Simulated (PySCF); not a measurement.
Compound: FeO4 (singlet state).
SMILES: `[O]=[Fe](=[O])(=[O])=[O]`

The closed-shell ground state was solved at several levels (PySCF, density fitting, gas phase, non-relativistic). Isolated species at its PBE0-D3(BJ)/def2-SVP geometry, gas phase. The dipole stays under 0.02 D at every level.

| level | basis functions | total energy (Eh) | HOMO (eV) | LUMO (eV) | gap (eV) |
| --- | --- | --- | --- | --- | --- |
| B3LYP/pcSseg-1 (pcSseg-2 on Fe) | 141 | -1564.4499 | -9.97 | -6.60 | 3.37 |
| PBE/pcJ-1 (pcSseg-1 on Fe) | 153 | -1563.8823 | -8.66 | -6.86 | 1.80 |
| PBE0/def2-SVPD | 126 | -1563.4273 | -10.30 | -6.65 | 3.65 |
| PBE0/pcSseg-1 (pcSseg-2 on Fe) | 141 | -1563.8388 | -10.23 | -6.45 | 3.78 |

Task: Estimate the row for PBE/pcSseg-1 (pcSseg-2 on Fe), a basis of 141 functions; the other rows only guide the guess.

Result: Total energy -1564.0415 Eh, HOMO -8.63 eV, LUMO -6.76 eV, gap 1.87 eV.

Task: Over all these levels, which gives the widest orbital gap and which the narrowest?

Result: PBE0/pcSseg-1 (pcSseg-2 on Fe) (global hybrid, 25 % exact exchange) has the widest, 3.78 eV, and PBE/pcJ-1 (pcSseg-1 on Fe) (GGA) the narrowest, 1.80 eV. Functional and basis both differ between the two, so the spread mixes both effects.

Task: In the pcSseg-1 (pcSseg-2 on Fe) basis, how does the gap go with the fixed share of exact exchange?

Result: PBE (0 %) 1.87 eV; B3LYP (20 %) 3.37 eV; PBE0 (25 %) 3.78 eV. Each rise in the share widens the gap here.
